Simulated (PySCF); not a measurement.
# Vertical excitation energies

Compound: GeH3PH2, GeH5P.
Numbering: `[PH2:1][GeH3:2]` (hydrogens: H3, H4 on P1; H5, H6, H7 on Ge2)

Computed, not measured: PySCF, TDDFT PBE0/def2-SVPD, vertical, gas phase, core orbitals frozen in the response. Geometry: PBE0-D3(BJ)/def2-SVP; no solvent, vibrations or thermal averaging. Relativistic effects, spin–orbit coupling among them, are left out although an element past zinc is present.

```tsv
state	E (eV)	E (kJ/mol)	λ (nm)	f	|μ| (D)	symmetry	main configurations (H = HOMO, L = LUMO)
S1	6.41	619	193.3	0.064	1.62	A′	H→L (82%), H→L+1 (14%)
S2	6.61	638	187.5	0.192	2.76	A′	H→L+1 (82%), H→L (12%)
S3	6.68	645	185.6	0.013	0.71	A″	H→L+2 (94%)
S4	7.42	716	167.1	0.0064	0.48	A″	H→L+4 (88%)
S5	7.45	719	166.5	0.0079	0.53	A′	H→L+3 (79%), H-1→L (12%)
S6	7.77	749	159.6	0.110	1.94	A′	H-1→L (69%), H→L+5 (14%)
```

The lowest singlet comes at 193 nm (619 kJ/mol) in the vacuum ultraviolet; it is of moderate strength; its leading configuration is HOMO→LUMO (82%). The strongest level in the table is S2 at 6.61 eV (187 nm, f = 0.192). Löwdin shares by element: HOMO phosphorus 64%, germanium 15%, hydrogen 13% or more; LUMO germanium 37%, phosphorus 29%, hydrogen 18% or more (atoms not listed hold the other 16%). Of the 6 states listed, 4 reach f = 0.01 and none stays under 0.0005. Orbital energies (eV): HOMO-3 -10.04, HOMO-2 -9.55, HOMO-1 -9.01, HOMO -7.55, LUMO -0.17, LUMO+1 0.26, LUMO+2 0.56. The oscillator strengths of these states sum to 0.393; summed over the whole spectrum of an exact calculation they would give the number of electrons, 52 (Thomas–Reiche–Kuhn). Symmetry labels in Cs follow from the direction of the transition dipole and are given only for states with f of 0.002 or more. The window holds the lowest 6 singlets.

The run took 4.6 s wall on one thread of an Arm Neoverse V1, shared host with 32 logical CPUs at a one-minute load of 10, and the process peaked at 0.44 GiB of memory.
